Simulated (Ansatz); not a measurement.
TiCl3O3H6⁻, that is fac-TiCl3(H2O)3 with one electron more. The state is a triplet with charge -1. Geometry B3LYP-D4/def2-SVP, that of the neutral doublet; atoms count from 1.

```
atom   x (Å)   y (Å)   z (Å)
 Ti1  -0.415   0.152   0.395
 Cl2  -2.617   0.218  -0.194
  O3   1.790  -0.109   0.317
  H4   1.914  -0.729   1.060
  H5   2.080   0.755   0.666
 Cl6  -0.212  -1.270   2.273
  O7  -0.030   1.325  -1.470
  H8   0.122   2.189  -1.035
  H9  -0.894   1.406  -1.905
Cl10   0.180   2.244   1.320
 O11  -0.345  -1.836  -0.613
 H12  -1.218  -1.966  -1.019
 H13  -0.354  -2.379   0.202
```

The highest occupied level of the charge -1 triplet lies above zero (up to 1.52 eV). By energy differences its removal costs 0.64 eV (vertical, to the charge 0 doublet, at PBE0-D4/def2-SVP), and other spins of that charge weren't run; self-interaction error and the lack of diffuse functions both raise the level.

(1) Estimate the Mulliken populations from the PBE0/def2-SVP orbitals of Ansatz.

(2) Where does the spin sit?

(3) And the Mayer bond orders between bonded heavy atoms (over 0.3)?

## Answers

(1) 
| atom | charge (e) | spin (α − β) | d electrons |
| --- | --- | --- | --- |
| Ti1 | 0.45 | 2.04 | 2.63 |
| Cl2 | -0.54 | -0.01 | – |
| O3 | -0.25 | -0.01 | – |
| H4 | 0.16 | 0.00 | – |
| H5 | 0.16 | 0.00 | – |
| Cl6 | -0.54 | -0.01 | – |
| O7 | -0.25 | -0.02 | – |
| H8 | 0.15 | 0.01 | – |
| H9 | 0.16 | 0.01 | – |
| Cl10 | -0.54 | -0.01 | – |
| O11 | -0.25 | -0.02 | – |
| H12 | 0.16 | 0.01 | – |
| H13 | 0.15 | 0.01 | – |
Mulliken values and Mayer orders depend strongly on the basis.

(2) Summed by element: Ti 2.04, Cl -0.04, O -0.04, H 0.04, of 2 unpaired in all. Largest on single atoms: Ti1 2.04, O11 -0.02, O7 -0.02.

(3) Ti1–Cl2 0.69 (2.28 Å); Ti1–O3 0.32 (2.22 Å); Ti1–Cl6 0.57 (2.36 Å); Ti1–O7 0.32 (2.24 Å); Ti1–Cl10 0.57 (2.36 Å); Ti1–O11 0.32 (2.23 Å).
